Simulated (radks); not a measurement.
Values are calculated unless marked as measured or tabulated.
Initial-state core-level shifts of the manganese ion Mn2+ when its valence configuration changes from [Ar] 3d5. Code: a radial shooting solver on a logarithmic mesh with Libxc functionals. Model: scalar-relativistic Kohn-Sham, PBE, spin-polarised, spherical densities, finite nucleus; open shells are filled with parallel spins first; Fermi nuclear charge, rms radius 3.7057 fm. Shifts are changes of the shell-averaged eigenvalues in eV (positive: less bound); the change of the density at the nucleus, which sets a Mossbauer isomer shift, is in e/bohr^3, on a base of 1.326e+04.

[
 {"valence": "3d4 4p1", "1s": "-8.730", "2s": "-9.706", "3s": "-8.397", "3p": "-8.139", "density at nucleus": "+2.249"},
 {"valence": "3d4.5 4p0.5", "1s": "-4.235", "2s": "-4.692", "3s": "-4.116", "3p": "-3.992", "density at nucleus": "+1.028"},
 {"valence": "3d4 4s1", "1s": "-7.486", "2s": "-8.501", "3s": "-7.149", "3p": "-6.899", "density at nucleus": "+11.756"},
 {"valence": "3d3.5 4p1.5", "1s": "-13.460", "2s": "-15.012", "3s": "-12.806", "3p": "-12.405", "density at nucleus": "+3.661"},
 {"valence": "3d3 4s2", "1s": "-16.234", "2s": "-18.399", "3s": "-15.167", "3p": "-14.649", "density at nucleus": "+25.381"},
 {"valence": "3d3 4p2", "1s": "-18.413", "2s": "-20.597", "3s": "-17.319", "3p": "-16.771", "density at nucleus": "+5.262"},
 {"valence": "3d4 4s0.5 4p0.5", "1s": "-8.112", "2s": "-9.107", "3s": "-7.776", "3p": "-7.522", "density at nucleus": "+7.030"},
 {"valence": "3d3 4s1 4p1", "1s": "-17.238", "2s": "-19.442", "3s": "-16.148", "3p": "-15.611", "density at nucleus": "+15.915"},
 {"valence": "3d4.5 4s0.5", "1s": "-3.601", "2s": "-4.083", "3s": "-3.478", "3p": "-3.358", "density at nucleus": "+5.526"}
]
